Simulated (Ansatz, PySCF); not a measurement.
Gas-phase reaction (SMILES): [F][Ge]([F])([F])[Br] [bromo(trifluoro)germane] → F atom + [F][Ge]([F])[Br]; the F-Ge bond at the site shown breaks (other sites are not compared here).

Structures are relaxed separately at B3LYP-D3(BJ)/def2-TZVP in Ansatz (a program for electronic structure). Cores are frozen in the correlated levels unless marked. Open shells are spin-unrestricted. No spin-orbit coupling. Frozen are the shells of the preceding noble gas and the d and f shells that filled before the atom's block. Non-relativistic. CBS(X,Y): correlation extrapolated as X^-3; Hartree-Fock from the larger set (for Q and 5 zeta extrapolated as (X+1)exp(-9√X)). Thermal terms are rigid-rotor harmonic-oscillator values from B3LYP-D3(BJ) frequencies (Ansatz or PySCF) at 298.15 K and 1 atm. 1 Eh = 627.5095 kcal/mol. Atoms have translation alone.

```
species                E, CCSD(T)/CBS(cc-pVQZ,cc-pV5Z) (Ansatz) (Eh)  E, PBE-D3(BJ)/def2-TZVPD (Ansatz + dftd3) (Eh)  H - E (Eh)
---------------------  ---------------------------------------------  ----------------------------------------------  ----------
[F][Ge]([F])([F])[Br]                                    -4947.75876                                     -4950.01467     0.01540
F atom                                                     -99.66950                                       -99.67049     0.00236
[F][Ge]([F])[Br]                                         -4847.87946                                     -4850.14889     0.01122
```

Q: Work out ΔE and ΔH at 298.15 K at the first level, then ΔH at the second.

A: 
1. ΔE = [(-99.66950) + (-4847.87946)] - [(-4947.75876)] = 0.20980 Eh = 131.7 kcal/mol at CCSD(T)/CBS(cc-pVQZ,cc-pV5Z).
2. The terms H - E add up to -0.00182 Eh, so ΔH = (0.20980 + (-0.00182))×627.5095 = 130.5 kcal/mol.
3. At PBE-D3(BJ)/def2-TZVPD the same steps give ΔE = 122.5 and ΔH = 121.4 kcal/mol, a shift of -9.1 from the first level.
4. These values are not checked against measurement here, since the tables used lack a sound gas-phase enthalpy of formation for at least one species.
